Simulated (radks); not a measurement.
Results of a calculation; reference values are marked as such.
In4+, 45 electrons, occupied as [Ar] 3d10 4p6 4d9 5s2 (not the ground configuration). Code: a radial shooting solver on a logarithmic mesh with Libxc functionals. Model: Dirac Kohn-Sham, BLYP, spin-unpolarised, spherical densities, finite nucleus; open shells are shared between the two j in proportion to 2j + 1; Fermi nuclear charge, rms radius 4.6156 fm.

Spin-orbit splittings of the eigenvalues, e(l+1/2) - e(l-1/2), with zeta = 2 splitting/(2l+1) and mean radii in bohr:

shell  occ.  splitting (eV)  zeta (eV)  <r> j=l-1/2  <r> j=l+1/2
2p        6           211.1      140.7       0.1084       0.1137
3p        6           38.17      25.45       0.3391       0.3502
3d       10           7.829      3.131       0.3218       0.3253
4p        6           7.202      4.801       0.8726       0.8990
4d        9           1.089     0.4358        1.040        1.050
4f        0               ?          ?        2.160        2.166
5p        0           1.131     0.7543        2.210        2.266
5d        0          0.1477    0.05909        2.924        2.942

Estimate the 4f splitting.

Answer. 0.03181 eV (zeta = 0.009088 eV).
